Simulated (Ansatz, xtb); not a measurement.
# Two structures of FH6OSi2+

We compare I, `[OH2+][SiH2][SiH2]F`, a singlet, with II, a singlet given by its coordinates. Both are isolated ions in the gas phase, relaxed with BLYP-D3(BJ)/def2-SVP; the shapes shown needn't be the lowest conformers.

I (Å):

```yaml
atoms:
  - { symbol: F, position_ang: [-0.0524, -0.7177, -2.9719] }
  - { symbol: O, position_ang: [0.2699, -0.2888, -0.4870] }
  - { symbol: Si, position_ang: [1.1412, 1.2709, -1.0358] }
  - { symbol: Si, position_ang: [0.6230, 0.7848, -3.3290] }
  - { symbol: H, position_ang: [0.3644, -0.7772, 0.3611] }
  - { symbol: H, position_ang: [-0.0182, -0.8667, -1.2587] }
  - { symbol: H, position_ang: [2.5355, 1.0668, -0.5514] }
  - { symbol: H, position_ang: [0.4067, 2.3347, -0.2986] }
  - { symbol: H, position_ang: [-0.4281, 1.6718, -3.8917] }
  - { symbol: H, position_ang: [1.8337, 0.5897, -4.1679] }
```

II (Å):

```
atom    x (Å)    y (Å)    z (Å)
   F  -0.0401   0.0152   0.0537
   O   1.4891  -0.9755   2.0455
  Si   1.0126   0.0904  -1.4196
  Si  -0.0993  -0.8124   1.6980
   H   1.9897  -0.3563   2.6125
   H  -0.6915  -2.1005   1.2910
   H   0.0467   0.6246  -2.4085
   H  -0.8893   0.1955   2.4413
   H   2.0867   1.0131  -0.9768
   H   1.4052  -1.3324  -1.5759
```

Close contacts (Å): F1–Si3 1.81, F1–Si4 1.84, O2–Si4 1.63, O2–H5 0.98, Si3–H7 1.48, Si3–H9 1.48, Si3–H10 1.48, Si4–H6 1.47, Si4–H8 1.48.

Question: Which of the two would you expect CCSD(T)/def2-SVP + ΔMP2/def2-TZVPP electronic energies to favour?

Answer: Structure II; the calculation gives E(II) − E(I) = −0.664 eV.

The same difference at several levels:

| level | geometry | E(II) − E(I) (eV) | departure from the last row (eV) | job, with rough time for the two |
| --- | --- | --- | --- | --- |
| BLYP-D3(BJ)/def2-SVP | BLYP-D3(BJ)/def2-SVP | −0.518 | +0.146 | optimisation, 89 s |
| HF/def2-SVP | BLYP-D3(BJ)/def2-SVP | −0.818 | −0.153 | part of the CCSD(T) run |
| MP2/def2-SVP | BLYP-D3(BJ)/def2-SVP | −0.683 | −0.019 | part of the CCSD(T) run |
| CCSD(T)/def2-SVP | BLYP-D3(BJ)/def2-SVP | −0.638 | +0.026 | single point |
| CCSD(T)/def2-SVP + ΔMP2/def2-TZVPP | BLYP-D3(BJ)/def2-SVP | −0.664 |  | single point, 31 s |

None of the levels shown reverses the order. The largest departure from CCSD(T)/def2-SVP + ΔMP2/def2-TZVPP is that of HF/def2-SVP, 0.153 eV. Levels run at GFN2-xTB geometries aren't shown. The last row adds to CCSD(T) the change of the MP2 difference between the two basis sets, here −0.026 eV.

With harmonic frequencies from BLYP-D3(BJ)/def2-SVP (ideal gas, rigid rotor, one conformer each, 200 K, 1 atm): on the last row, ΔE + ΔZPE = −0.739 eV. A mode under 50 cm⁻¹ makes harmonic enthalpies and free energies unreliable, so none is given.

The correlated steps freeze 12 core orbitals. Codes used: Ansatz 0.2.0; the last row on 1 thread of Arm Neoverse V1 on a shared host.
